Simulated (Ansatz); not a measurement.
Ca2Si⁻, relaxed as a quartet with UKS B3LYP-D4/def2-TZVPD in Ansatz, starting from the B3LYP-D4/def2-TZVPD geometry of the charge -1 doublet. Force threshold 0.02 eV/Å.

The highest occupied level of the charge -1 quartet lies above zero (up to 0.02 eV). It is a level of α spin, whose loss leaves a triplet; that state wasn't run at this geometry and level. The electron is either unbound and held by the finite basis, or the level is raised by self-interaction error. The relaxation made no stability test and no search for a lower SCF solution. The structure comes from a short search, and lower isomers may exist.

Start:

```xyz
3

Ca   -1.2921   -1.4303    0.2656
Ca    0.1328    1.9207    0.2806
Si    1.1593   -0.4905   -0.5462
```

```csv
step,energy (eV),largest force component (eV/Å),SCF passes
1,-44753.9823,0.729,20
2,-44754.1273,0.390,27
3,-44754.3140,0.206,26
4 (rejected),-44754.2889,0.257,26
5,-44754.3194,0.119,22
6,-44754.3231,0.047,26
7,-44754.3235,0.007,20
```

Force components are those of the run's own axes.

End:

```xyz
3

Ca   -1.403   -1.857    0.236
Ca    0.363    2.297    0.254
Si    1.040   -0.440   -0.490
```

Bonds lost: Ca1–Ca2 (atoms count from 1).

No frequencies were taken in this run, so the end may be a saddle point.

Hardware: 4 threads of Arm Neoverse V1 on a shared host. Wall time 17 s.
